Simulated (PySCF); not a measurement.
# What a mistake does to a calculation on B3FH5 anion

These are calculations, not measurements. They come from PySCF 2.14.0, an open-source quantum chemistry program, on an isolated molecule that a program drew, which may never have been made. The molecule is B3FH5 anion (charge -1, singlet), drawn as the SMILES string `BB([BH3-])F`.

Each row is a Hartree-Fock (HF) and frozen-core CCSD(T) single point in the aug-cc-pVDZ basis, meant for a local HF minimum. Run 1 is clean. Each other run has one planted mistake out of seven kinds, and not every kind appears here: one electron removed, one electron added, multiplicity raised by two, geometry at a saddle point, minimal basis STO-3G, one bond length entered in bohr, all coordinates scaled. The reference is restricted for singlets and unrestricted otherwise, and also for a bond in bohr. Adding or removing an electron swaps singlet and doublet. Electrons count all cores. HOMO and LUMO are orbital energies over both spins, the gradient is its largest component, and the lowest frequency (negative if imaginary) is given only where the gradient is small. Bond lengths are over the 8 bonds as drawn. T1 is the CCSD diagnostic: over 0.02 (restricted) or 0.045 (unrestricted) a single reference is doubtful.

Geometry of the clean run:
```xyz
9
B3FH5 anion, angstrom
B    -0.2914   -0.2932   -1.6268
B    -0.0798   -0.5583    0.0411
B     0.6071   -2.0703    0.5101
F    -0.4510    0.4154    0.9557
H     0.5957    0.1296   -2.3368
H    -1.2716   -0.6782   -2.2276
H    -0.2003   -2.6581    1.2583
H     0.8598   -2.8003   -0.4728
H     1.6657   -1.8436    1.1313
```

| run | electrons | basis functions | <S^2> | HOMO (eV) | LUMO (eV) | gradient (hartree/bohr) | lowest frequency (cm^-1) | mean bond (Å) | longest bond (Å) | T1 | HF (hartree) | CCSD(T) (hartree) | mistake |
|---|---|---|---|---|---|---|---|---|---|---|---|---|---|
| 1 | 30 | 137 | 0.000 | -4.12 | 3.47 | 1.4e-05 | 37 | 1.3732 | 1.726 | 0.0184 | -176.41419 | -176.97811 | no fault |
| 2 | 30 | 137 | 0.594 | -4.40 | 3.50 | 2.1e-02 | - | 1.5080 | 2.291 | 0.0597 | -176.30455 | -176.87315 | one bond length entered in bohr |
| 3 | 30 | 137 | 2.026 | -1.58 | 3.68 | 6.3e-02 | - | 1.3732 | 1.726 | 0.0200 | -176.33092 | -176.89211 | ? |
| 4 | 30 | 25 | 0.000 | -0.72 | 12.15 | 3.6e-02 | - | 1.3732 | 1.726 | 0.0180 | -173.94243 | -174.12298 | ? |

**Which mistake was planted in run 3, and what did it cost?**

Electrons, basis and geometry are unchanged, and <S^2> is 2.026, beside S(S+1) = 2.00 for a multiplicity of 3. So the mistake is: multiplicity raised by two. Subtracting run 1 and multiplying by 627.51 kcal/mol a hartree, the energy moved by 52.3 kcal/mol in HF and 54.0 kcal/mol in CCSD(T).

**Which mistake was planted in run 4, and what did it cost?**

It has 25 basis functions where the clean run has 137, with the same electrons and geometry. So the mistake is: minimal basis STO-3G. Subtracting run 1 and multiplying by 627.51 kcal/mol a hartree, the energy moved by 1551.1 kcal/mol in HF and 1791.6 kcal/mol in CCSD(T).

Cautions from the logs. Run 2: T1 is over the limit, so its CCSD(T) energy is less reliable.
